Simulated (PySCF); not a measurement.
# UHF on P²⁺ (phosphorus, charge +2)

Configuration: [Ne] 3s2 4s1, 2S determinant (an excited configuration). All numbers are calculated (PySCF 2.14, the non-relativistic Hamiltonian (point nucleus), in aug-cc-pV(D+d)Z).

* Total energy: -339.102222 hartree
* One-electron energy: -455.3304 hartree
* Hartree (Coulomb) energy: 137.9850 hartree
* Exchange energy: -21.7569 hartree
* Kinetic energy: 338.54305 hartree
* ⟨S²⟩: 0.7501
* ⟨L²⟩: 0.000
* Sum of ⟨r⟩: 11.93 bohr
* Sum of ⟨r²⟩: 30.63 bohr²
* Density at the nucleus (Gaussians lack the cusp): 2130 bohr⁻³
* Spin density at the nucleus: 1.62 bohr⁻³
* Langevin diamagnetic susceptibility: -24.3 ×10⁻⁶ cm³/mol

| shell | electrons | mean orbital energy (eV) | rms radius, mean of both spins (bohr) |
| --- | --- | --- | --- |
| 1s α | 1 | -2209.7 | 0.120 |
| 1s β | 1 | -2209.6 | 0.120 |
| 2s α | 1 | -236.31 | 0.560 |
| 2s β | 1 | -236.15 | 0.560 |
| 2p α | 3 | -178.68 | 0.539 |
| 2p β | 3 | -178.61 | 0.539 |
| 3s α | 1 | -43.250 | 1.82 |
| 3s β | 1 | -42.807 | 1.82 |
| 4s α | 1 | -14.939 | 4.65 |

The outer electron is Rydberg-like, and this basis confines it to a smaller radius and binds it less than a complete one would.
